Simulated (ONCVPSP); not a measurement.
**Scattering properties, ONCV potential for Te**

tellurium, optimised norm-conserving Vanderbilt (ONCV), made with ONCVPSP 4.0.1 (PBEsol, non-relativistic). Core [Ar] 3d10, reference 4s2 4p6 4d10 5s1 5p5. Waves: 4s+5s: rc 1.30 bohr, ncon 3, nbas 7, qcut 10.7 1/bohr, 3 projectors, debl 1.2 Ha; 4p+5p: rc 1.30 bohr, ncon 4, nbas 7, qcut 9.3 1/bohr, 2 projectors; 4d: rc 1.55 bohr, ncon 4, nbas 9, qcut 10.8 1/bohr, 1 projector. Local part: polynomial inside 1.15 bohr (lpopt 5, dvloc0 0 Ha). Core correction: polynomial model core, fcfact 0.15.

The phase is arctan(r·R′/R) of the radial function R(r), unwrapped; energies in Ha, scanned from -7 to 5 Ha. A pole is an energy at which the radial function vanishes at the test radius. The pseudo phase is shifted by a multiple of π to meet the all-electron one at the reference energy, and phase errors are pseudo minus all-electron; the curves can meet again beyond the range given. Levels narrower than the energy grid can be missing from the lists of poles.

```json
{"channel": "s", "radius (bohr)": "1.32", "reference energy (Ha)": "-0.54", "poles, all-electron": "-4.96", "poles, pseudo": "-4.96", "unbroken range about the reference energy with phases within 0.05 rad": "the whole range", "phase error 1 Ha above the reference energy (rad)": "+0.000"}
{"channel": "p", "radius (bohr)": "1.32", "reference energy (Ha)": "-0.24", "poles, all-electron": "-3.29", "poles, pseudo": "-3.29", "unbroken range about the reference energy with phases within 0.05 rad": "the whole range", "phase error 1 Ha above the reference energy (rad)": "+0.000"}
{"channel": "d", "radius (bohr)": "1.57", "reference energy (Ha)": "-1.65", "poles, all-electron": "-1.16", "poles, pseudo": "-1.15", "unbroken range about the reference energy with phases within 0.05 rad": "below 1.4", "phase error 1 Ha above the reference energy (rad)": "+0.002"}
```

Phases in the s channel:

```json
{"E (Ha)": "-6.96", "all-electron": "0.745", "pseudo": "0.745"}
{"E (Ha)": "-6.64", "all-electron": "0.334", "pseudo": "0.334"}
{"E (Ha)": "-6.32", "all-electron": "-0.420", "pseudo": "-0.420"}
{"E (Ha)": "-6.00", "all-electron": "-1.028", "pseudo": "-1.028"}
{"E (Ha)": "-5.68", "all-electron": "-1.316", "pseudo": "-1.316"}
{"E (Ha)": "-5.36", "all-electron": "-1.463", "pseudo": "-1.463"}
{"E (Ha)": "-5.04", "all-electron": "-1.553", "pseudo": "-1.553"}
{"E (Ha)": "-4.72", "all-electron": "-1.614", "pseudo": "-1.614"}
{"E (Ha)": "-4.40", "all-electron": "-1.660", "pseudo": "-1.660"}
{"E (Ha)": "-4.08", "all-electron": "-1.698", "pseudo": "-1.698"}
{"E (Ha)": "-3.76", "all-electron": "-1.732", "pseudo": "-1.732"}
{"E (Ha)": "-3.44", "all-electron": "-1.762", "pseudo": "-1.762"}
{"E (Ha)": "-3.12", "all-electron": "-1.791", "pseudo": "-1.791"}
{"E (Ha)": "-2.80", "all-electron": "-1.821", "pseudo": "-1.821"}
{"E (Ha)": "-2.48", "all-electron": "-1.851", "pseudo": "-1.851"}
{"E (Ha)": "-2.16", "all-electron": "-1.884", "pseudo": "-1.884"}
{"E (Ha)": "-1.84", "all-electron": "-1.921", "pseudo": "-1.921"}
{"E (Ha)": "-1.52", "all-electron": "-1.962", "pseudo": "-1.962"}
{"E (Ha)": "-1.20", "all-electron": "-2.010", "pseudo": "-2.010"}
{"E (Ha)": "-0.88", "all-electron": "-2.068", "pseudo": "-2.068"}
{"E (Ha)": "-0.56", "all-electron": "-2.138", "pseudo": "-2.138"}
{"E (Ha)": "-0.24", "all-electron": "-2.228", "pseudo": "-2.228"}
{"E (Ha)": "0.08", "all-electron": "-2.343", "pseudo": "-2.343"}
{"E (Ha)": "0.40", "all-electron": "-2.494", "pseudo": "-2.494"}
{"E (Ha)": "0.72", "all-electron": "-2.692", "pseudo": "-2.692"}
{"E (Ha)": "1.04", "all-electron": "-2.940", "pseudo": "-2.940"}
{"E (Ha)": "1.36", "all-electron": "-3.223", "pseudo": "-3.223"}
{"E (Ha)": "1.68", "all-electron": "-3.501", "pseudo": "-3.501"}
{"E (Ha)": "2.00", "all-electron": "-3.740", "pseudo": "-3.740"}
{"E (Ha)": "2.32", "all-electron": "-3.927", "pseudo": "-3.927"}
{"E (Ha)": "2.64", "all-electron": "-4.069", "pseudo": "-4.069"}
{"E (Ha)": "2.96", "all-electron": "-4.177", "pseudo": "-4.177"}
{"E (Ha)": "3.28", "all-electron": "-4.260", "pseudo": "-4.260"}
{"E (Ha)": "3.60", "all-electron": "-4.325", "pseudo": "-4.325"}
{"E (Ha)": "3.92", "all-electron": "-4.378", "pseudo": "-4.378"}
{"E (Ha)": "4.24", "all-electron": "-4.421", "pseudo": "-4.421"}
{"E (Ha)": "4.56", "all-electron": "-4.457", "pseudo": "-4.457"}
{"E (Ha)": "4.88", "all-electron": "-4.488", "pseudo": "-4.488"}
```
